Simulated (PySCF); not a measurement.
**Potential energy of InSi along the bond**

Set-up: PySCF, spin-free X2C with a Gaussian nucleus, basis sets In x2c-TZVPPall, Si x2c-TZVPPall. Energies in eV from In + Si in their ground configurations at the same level. All curves are PBE0. state 1: ⁴Σ⁻ (quartet), unpaired electrons σ ↑, π ↑↑; state 2: Ms = 0.5 determinant of mixed spin (⟨S²⟩ near 1.8), unpaired electrons σ ↓, π ↑↑, a second solution, started from another occupation; state 3: Ms = 0.5 determinant of mixed spin (⟨S²⟩ near 1.8), unpaired electrons σ ↑, π ↑↓, a mixture of terms (⟨Lz²⟩ = 2.0), a second solution, started from another occupation; state 4: doublet, unpaired electrons σ ↑, a mixture of terms (⟨Lz²⟩ = 2.0), a second solution, started from another occupation.

```
R (Å)  state 1  state 2  state 3  state 4
2.245   -1.763   -1.473   -1.405   -0.650
2.349   -2.100   -1.803   -1.741   -0.996
2.453   -2.282   -1.975   -1.922   -1.184
2.532   -2.345   -2.031   -1.983   -1.251
2.610   -2.363   -2.041   -1.999   -1.271
2.688   -2.345   -2.016   -1.979   -1.255
2.793   -2.283   -1.945   -1.914   -1.194
2.923   -2.163   -1.817   -1.791   -1.076
3.080   -1.984   -1.633   -1.611   -0.901
3.289   -1.721   -1.373   -1.348   -0.666
```

Task: Put a parabola through the three lowest points of the state 1 curve and estimate Re, k and ωe (reduced mass 22.5 u; 1 eV/Å² = 0.16022 mdyn/Å; ωe = 1302.8·√(k/μ) cm⁻¹).

Result: Through R = 2.532, 2.61, 2.688 Å the second-order coefficient is 2.96 eV/Å², so Re ≈ 2.610 Å, k ≈ 0.948 mdyn/Å and ωe ≈ 267 cm⁻¹. A polynomial fit of higher order to the unrounded PBE0 energies gives Re = 2.607 Å, k = 0.915 mdyn/Å, ωe = 263 cm⁻¹; anharmonicity and rounding make the difference.

The higher-order fit for each curve: state 1: Re = 2.607 Å, ωe = 263 cm⁻¹, De = 2.36 eV; state 2: Re = 2.589 Å, ωe = 270 cm⁻¹, minimum 2.04 eV below the ground-state fragments; state 3: Re = 2.601 Å, ωe = 265 cm⁻¹, minimum 2.00 eV below the ground-state fragments; state 4: Re = 2.611 Å, ωe = 263 cm⁻¹, minimum 1.27 eV below the ground-state fragments.

⟨S²⟩ of the unrestricted solution departs from its pure value on part of the curve, where spin states mix. These are scalar-relativistic numbers at best; spin–orbit coupling would shift them, the dissociation energy most. The state is the lowest determinant that a PBE0 search found; another state may lie lower at other levels.
